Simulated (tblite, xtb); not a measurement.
H2MoO4 (SMILES [O]=[Mo](=[O])([OH])[OH]), singlet, geometry from GFN2-xTB (such geometries of metal compounds can be far from the true shape). Base run: xtb 6.7.1 with GFN1-xTB.

Input for xtb:
```
$ xtb mol.xyz --gfn 1 --json

# file mol.xyz
7

Mo     0.04556687     0.00083011     0.00560237
O      1.10220482     0.78882640    -0.97552653
O      0.86074293    -0.75306665     1.21686762
O     -0.81590576    -1.20963679    -0.94058850
H     -1.09733612    -1.94764307    -1.49061800
O     -1.06225200     1.17542170     0.70967220
H     -1.49479228     1.90042130     1.17192022
```

Programs used: tblite, xtb; a row that names a program was run with it.

Each row names what was changed in the base input (with any setting that the change needs).

| change | ΔE vs base (kJ/mol) | HOMO-LUMO gap (eV) | dipole (D) | G_solv (kcal/mol) | SCF cycles |
|---|---|---|---|---|---|
| base | 0.00 | 6.30 | 7.30 | - | 9 |
| program = tblite; method = gfn1; option = (--guess, eeq) | 0.00 | - | - | - | - |
| program = tblite; method = gfn1; option = (--alpb, water) | -83.4 | - | - | - | - |
| gbsa = toluene | ? | ? | ? | ? | 9 |
| program = tblite; method = gfn1; option = --grad | 0.00 | - | - | - | - |
| gbsa = thf | -82.2 | 6.48 | 7.69 | -20.77 | 9 |
| file = coord | 0.00 | 6.30 | 7.30 | - | 9 |

Task: Fill in the missing entries.

Result: 
- gbsa = toluene, ΔE vs base (kJ/mol): -10.94
- gbsa = toluene, HOMO-LUMO gap (eV): 6.40
- gbsa = toluene, dipole (D): 7.74
- gbsa = toluene, G_solv (kcal/mol): -3.89

ALPB and GBSA are two models with their own fitted parameters for each solvent, which aren't always the measured dielectric constant.
